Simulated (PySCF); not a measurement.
W³³⁺ (tungsten, charge +33) across methods

[Kr] 4d5, high-spin 6S determinant. All numbers are calculated (PySCF 2.14, the non-relativistic Hamiltonian (point nucleus), in an uncontracted even-tempered set (18 s from 2.8 bohr⁻², ratio 2.5; 12 p from 3.6 bohr⁻², ratio 2.5; 9 d from 3.6 bohr⁻², ratio 2.5; 4 f from 17 bohr⁻², ratio 2.7; 3 g from 26 bohr⁻², ratio 2.7)).

```csv
method,E (hartree),mean ε 4p α (eV),mean ε 4p β (eV),mean ε 4d α (eV),Σ⟨r²⟩ (bohr²),⟨S²⟩
PW91,-14697.56,-1525.8,-1513.3,-1372.6,3.687,8.750
PBE0,-14696.51,-1537.3,-1519.6,-1379.8,3.688,8.750
UHF,-14694.88561,-1570.3,-1536.8,-1400.0,3.691,8.750
LDA,-14688.00,-1524.5,-1512.9,-1372.0,3.689,8.750
revPBE,-14696.65,-1525.8,-1513.1,-1372.4,3.686,8.750
PBE,-14696.25,-1525.7,-1513.0,-1372.4,3.687,8.750
```

(1) Estimate the same row for r2SCAN.

A non-relativistic calculation at this Z misses sizeable relativistic shifts. Spin-orbit coupling, which splits the p, d and f shells strongly at this Z, is absent. Spin-orbit coupling is strong in this species (close to jj coupling), so the high-spin LS determinant is a model state, not a physical level.

Results:

(1) E (hartree) = -14696.90; mean ε 4p α (eV) = -1531.9; mean ε 4p β (eV) = -1514.6; mean ε 4d α (eV) = -1374.7; Σ⟨r²⟩ (bohr²) = 3.689; ⟨S²⟩ = 8.750.
